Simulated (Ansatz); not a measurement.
Cost and result for the atomization energy of AlBH8OSi2 (13 atoms, 12 bonds).

Z-matrix (Å, degrees):
```
B
Al 1 2.125
Si 1 1.853 2 92.4
H 1 1.195 2 107.9 3 -121.3
H 1 1.233 2 71.0 3 122.8
H 2 1.590 1 122.8 3 -52.8
H 2 1.587 1 115.2 3 143.2
O 3 1.642 1 123.8 2 73.1
Si 3 2.342 1 123.4 2 -98.7
H 8 0.959 3 119.0 1 -157.6
H 9 1.490 3 109.9 1 123.0
H 9 1.484 3 109.1 1 2.6
H 9 1.488 3 110.3 1 -118.1
```

Charge 0, multiplicity 1. The bonds changed during the relaxation, so this is another structure than the one it started from. All single points use the PBE0-D4/def2-TZVP geometry. It is one conformer, not always the lowest. Program: Ansatz. All runs use 4 threads of an Arm Neoverse V1 on a shared host. Times are those of one run each, without the atoms' runs, and a repeat can differ threefold. Electronic energies, without spin–orbit coupling; frozen cores. CCSD(T)/CBS adds CCSD(T) − MP2 in def2-TZVPP to the MP2 limit, and its time is that of the two runs behind it. T1 = 0.014. B3LYP takes the VWN-RPA correlation (the form of Gaussian; ORCA's B3LYP/G).

CCSD(T)/CBS is a level of theory with its own doubt, some kJ/mol a heavy atom from the limit and from the frozen cores, so smaller differences don't rank the functionals.

| level | functions | wall time |
| --- | --- | --- |
| PBE-D4/def2-TZVPP (with forces) | 300 | 3.8 s |
| PBE0-D4/def2-TZVPP | 300 | 5.5 s |
| r2SCAN-D4/def2-TZVPP (with forces) | 300 | 7.5 s |
| B3LYP-D4/def2-TZVPP (with forces) | 300 | 8 s |
| B2PLYP/def2-TZVPP | 300 | 8.5 s |
| ωB97X-V/def2-TZVPP | 300 | 13 s |
| ωB97M-V/def2-TZVPP (with forces) | 300 | 18 s |
| MP2/def2-QZVPP | 564 | 36 s |
| CCSD(T)/def2-TZVPP | 300 | 4.1 min |
| CCSD(T)/CBS(def2) | – | 4.7 min |

Question: What atomization energy does each give, and how far from CCSD(T)/CBS? (Estimate.)

Answer: Computed: 
| level | atomization (kcal/mol) | difference from CCSD(T)/CBS | per bond |
| --- | --- | --- | --- |
| PBE-D4/def2-TZVPP (with forces) | 952.1 | 2.0 | 0.2 |
| PBE0-D4/def2-TZVPP | 942.8 | -7.3 | -0.6 |
| r2SCAN-D4/def2-TZVPP (with forces) | 957.0 | 6.9 | 0.6 |
| B3LYP-D4/def2-TZVPP (with forces) | 948.2 | -1.9 | -0.2 |
| B2PLYP/def2-TZVPP | 934.4 | -15.7 | -1.3 |
| ωB97X-V/def2-TZVPP | 955.0 | 4.9 | 0.4 |
| ωB97M-V/def2-TZVPP (with forces) | 950.8 | 0.7 | 0.1 |
| MP2/def2-QZVPP | 943.6 | -6.5 | -0.5 |
| CCSD(T)/def2-TZVPP | 925.0 | -25.1 | -2.1 |
| CCSD(T)/CBS(def2) | 950.1 | 0.0 | 0.0 |

In def2-TZVPP, CCSD(T) changes the Hartree–Fock value by +222.6 kcal/mol (the triples alone add +12.7 kcal/mol) and MP2 by +226.2 kcal/mol; breaking electron pairs costs correlation energy, which Hartree–Fock lacks. From PBE to PBE0 (25 % exact exchange), in def2-TZVPP and without D4, the atomization energy moves by −8.3 kcal/mol: exact exchange takes away binding that semilocal exchange gives to molecules. The D4 term adds +12.5 kcal/mol with B3LYP and +6.7 kcal/mol with PBE0; it sums over pairs of atoms, weighted by their polarisabilities, and B3LYP, whose exchange is more repulsive, gets the larger term.
